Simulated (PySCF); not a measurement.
CH₇FO₂Si₂, SMILES O[Si](O)(F)C[SiH3].

The structure is a stationary point at PBE-D3(BJ)/def2-SVP. This is a generated structure with no PubChem entry under its InChIKey; it may be hypothetical. The values are those of a single conformer.

Computed with PBE-D3(BJ)/def2-SVP (PySCF).

Frequencies are harmonic and unscaled.

```csv
mode,ν (cm⁻¹),IR (km/mol),moving atoms (share of kinetic energy)
1,19,0.0,"H 23 %, O 21 %, Si 21 %, F 19 %, C 16 %"
2,118,1.6,"O 40 %, Si 34 %, H 19 %"
3,146,60.9,"H 70 %, O 14 %, F 13 %"
4,158,7.2,H 81 %
5,200,18.4,"H 52 %, O 25 %, F 12 %, C 10 %"
6,239,23.1,"O 38 %, H 30 %, Si 20 %, F 8 %"
7,256,40.0,"H 51 %, F 18 %, Si 16 %, O 8 %"
8,315,20.0,"O 34 %, F 25 %, Si 23 %, H 14 %"
9,349,88.5,"O 45 %, H 33 %, F 13 %, Si 8 %"
10,359,58.3,"O 31 %, Si 23 %, H 22 %, F 13 %, C 11 %"
11,474,3.3,H 88 %
12,549,1.8,"H 54 %, Si 23 %, C 13 %"
13,690,26.1,"H 40 %, C 33 %, O 14 %"
14,727,12.0,"H 38 %, C 35 %, F 11 %, Si 11 %"
15,731,7.0,"H 50 %, C 30 %, O 11 %, Si 8 %"
16,769,154.0,"H 57 %, O 19 %, C 8 %"
17,786,166.6,"H 68 %, O 30 %"
18,851,238.9,"H 52 %, Si 28 %, F 13 %"
19,894,195.2,"H 47 %, Si 27 %, F 16 %, O 9 %"
20,903,41.5,"H 55 %, Si 24 %, O 19 %"
21,913,78.0,H 94 %
22,924,39.9,H 97 %
23,951,151.4,"Si 41 %, O 32 %, H 24 %"
24,987,24.7,"H 79 %, Si 15 %"
25,1046,147.3,"H 51 %, C 39 %"
26,1330,10.9,H 92 %
27,2153,124.0,H 97 %
28,2178,72.7,H 97 %
29,2190,95.0,H 96 %
30,2998,0.2,H 95 %
31,3063,0.0,"H 91 %, C 9 %"
32,3772,88.4,H 94 %
33,3774,90.3,H 94 %
```
